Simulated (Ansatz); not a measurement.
Steps of a relaxation of CH₄BrNOSi, SMILES `N=C[SiH](O)Br` with RKS PBE0-D4/def2-TZVP.

```sh
$ ansatz run in.yaml --threads 4 --pin off --events-out ev --progress --plain --max-ram 10444MiB
```

```yaml
crystal:
  periodic: [false, false, false]
  atoms:
    - {symbol: N, position_ang: [0.738915, 0.907081, 1.612551]}
    - {symbol: C, position_ang: [0.597354, 1.060214, 0.344688]}
    - {symbol: Si, position_ang: [-0.448150, -0.123117, -0.717728]}
    - {symbol: O, position_ang: [-0.943788, -1.377452, 0.280225]}
    - {symbol: Br, position_ang: [0.833665, -0.874371, -2.404525]}
    - {symbol: H, position_ang: [0.198745, 0.068913, 1.918735]}
    - {symbol: H, position_ang: [1.123301, 1.922251, -0.129090]}
    - {symbol: H, position_ang: [-1.684284, 0.496557, -1.289793]}
    - {symbol: H, position_ang: [-0.327258, -2.126475, 0.367937]}
basis:
  gaussian: {orbitals: def2-TZVP}
hamiltonian: {xc: pbe0, dispersion: d4}
relax: {f_tol: 0.005, max_steps: 150}
```

Positions (Å) and forces (eV/Å) along the path, 9 of 9 steps:

```xyz
9
step=1 energy=-82550.7823 eV
N     0.739    0.907    1.613   -0.504   -0.444   -0.951
C     0.597    1.060    0.345    0.215    0.138    0.507
Si   -0.448   -0.123   -0.718   -0.206   -0.623    0.555
O    -0.944   -1.377    0.280    0.782    0.273   -0.660
Br    0.834   -0.874   -2.405   -0.247    0.141    0.330
H     0.199    0.069    1.919    0.373    0.577   -0.135
H     1.123    1.922   -0.129   -0.285   -0.475    0.315
H    -1.684    0.497   -1.290    0.320   -0.135    0.123
H    -0.327   -2.126    0.368   -0.448    0.547   -0.083
9
step=2 energy=-82550.8379 eV
N     0.740    0.916    1.599   -0.224   -0.203   -0.191
C     0.597    1.054    0.343   -0.003    0.062    0.041
Si   -0.448   -0.126   -0.701   -0.180   -0.449    0.417
O    -0.937   -1.387    0.263    0.346    0.404   -0.387
Br    0.818   -0.868   -2.366    0.010    0.015   -0.010
H     0.198    0.101    1.922    0.181    0.190    0.012
H     1.117    1.902   -0.130   -0.061   -0.147    0.070
H    -1.665    0.493   -1.275    0.072   -0.008    0.047
H    -0.330   -2.132    0.328   -0.141    0.136   -0.001
9
step=3 energy=-82550.8471 eV
N     0.721    0.924    1.595    0.094   -0.100    0.039
C     0.581    1.050    0.340    0.061   -0.062   -0.092
Si   -0.443   -0.136   -0.700   -0.078    0.030    0.122
O    -0.936   -1.370    0.259    0.074    0.026   -0.094
Br    0.826   -0.864   -2.366    0.030   -0.026   -0.038
H     0.228    0.090    1.927   -0.091    0.081    0.062
H     1.105    1.885   -0.135   -0.045    0.116   -0.010
H    -1.651    0.494   -1.265   -0.026    0.029   -0.042
H    -0.342   -2.119    0.328   -0.018   -0.094    0.052
9
step=4 energy=-82550.8499 eV
N     0.740    0.917    1.592   -0.077    0.021    0.059
C     0.591    1.043    0.339   -0.040    0.019   -0.035
Si   -0.443   -0.139   -0.697   -0.040    0.105    0.019
O    -0.933   -1.374    0.255    0.030   -0.053   -0.019
Br    0.826   -0.867   -2.366    0.013   -0.012   -0.020
H     0.210    0.111    1.940    0.079   -0.027    0.006
H     1.091    1.893   -0.136    0.076    0.008   -0.025
H    -1.648    0.498   -1.260   -0.021    0.018   -0.037
H    -0.345   -2.129    0.317   -0.019   -0.080    0.053
9
step=5 energy=-82550.8491 eV rejected
N     0.733    0.923    1.588    0.013   -0.010    0.098
C     0.596    1.039    0.332   -0.100    0.135    0.111
Si   -0.444   -0.141   -0.700    0.091    0.043   -0.023
O    -0.927   -1.378    0.250   -0.139    0.085    0.002
Br    0.823   -0.861   -2.376    0.009   -0.021   -0.025
H     0.222    0.113    1.949    0.022   -0.029   -0.058
H     1.091    1.903   -0.124    0.035   -0.066   -0.119
H    -1.646    0.498   -1.268   -0.030    0.007    0.000
H    -0.360   -2.143    0.333    0.100   -0.143    0.014
9
step=6 energy=-82550.8524 eV
N     0.735    0.924    1.594   -0.015   -0.006    0.006
C     0.588    1.048    0.339    0.009    0.008    0.029
Si   -0.445   -0.137   -0.697   -0.014   -0.005    0.013
O    -0.931   -1.380    0.249    0.013    0.023   -0.022
Br    0.824   -0.865   -2.369    0.008    0.005   -0.007
H     0.219    0.111    1.944    0.016    0.009   -0.009
H     1.099    1.894   -0.135   -0.003   -0.009   -0.019
H    -1.650    0.499   -1.266   -0.006    0.002   -0.005
H    -0.350   -2.139    0.323   -0.009   -0.029    0.016
9
step=7 energy=-82550.8527 eV
N     0.736    0.927    1.594    0.010   -0.001   -0.001
C     0.588    1.047    0.339   -0.003    0.004    0.029
Si   -0.444   -0.138   -0.696   -0.002   -0.008   -0.004
O    -0.932   -1.382    0.247    0.009    0.011   -0.009
Br    0.827   -0.860   -2.369    0.003    0.003    0.000
H     0.224    0.112    1.947   -0.003    0.004   -0.008
H     1.097    1.893   -0.137   -0.005   -0.005   -0.014
H    -1.649    0.498   -1.267   -0.002    0.001    0.001
H    -0.357   -2.145    0.324   -0.007   -0.009    0.005
9
step=8 energy=-82550.8529 eV
N     0.738    0.929    1.595    0.011    0.005   -0.002
C     0.587    1.047    0.340   -0.003   -0.002    0.011
Si   -0.444   -0.139   -0.695    0.002   -0.005   -0.007
O    -0.933   -1.384    0.245    0.004   -0.001    0.001
Br    0.831   -0.855   -2.369   -0.001    0.002    0.003
H     0.228    0.116    1.950   -0.006   -0.003   -0.002
H     1.094    1.892   -0.141   -0.002    0.001   -0.003
H    -1.649    0.498   -1.266    0.001   -0.002    0.001
H    -0.364   -2.151    0.324   -0.005    0.004   -0.001
9
step=9 energy=-82550.8529 eV
N     0.739    0.930    1.595    0.004    0.002   -0.001
C     0.587    1.047    0.340   -0.003    0.000    0.001
Si   -0.444   -0.139   -0.695    0.000    0.000   -0.002
O    -0.934   -1.384    0.245    0.002   -0.001    0.001
Br    0.832   -0.854   -2.368   -0.001   -0.001    0.001
H     0.229    0.116    1.950   -0.002   -0.003    0.001
H     1.093    1.892   -0.142    0.000    0.001    0.000
H    -1.649    0.497   -1.266    0.001   -0.001    0.000
H    -0.365   -2.152    0.324   -0.002    0.002   -0.001
```

Run time 37 s (4 threads of an Intel Xeon Platinum 8175M on a shared host); peak host memory 0.63 GiB.
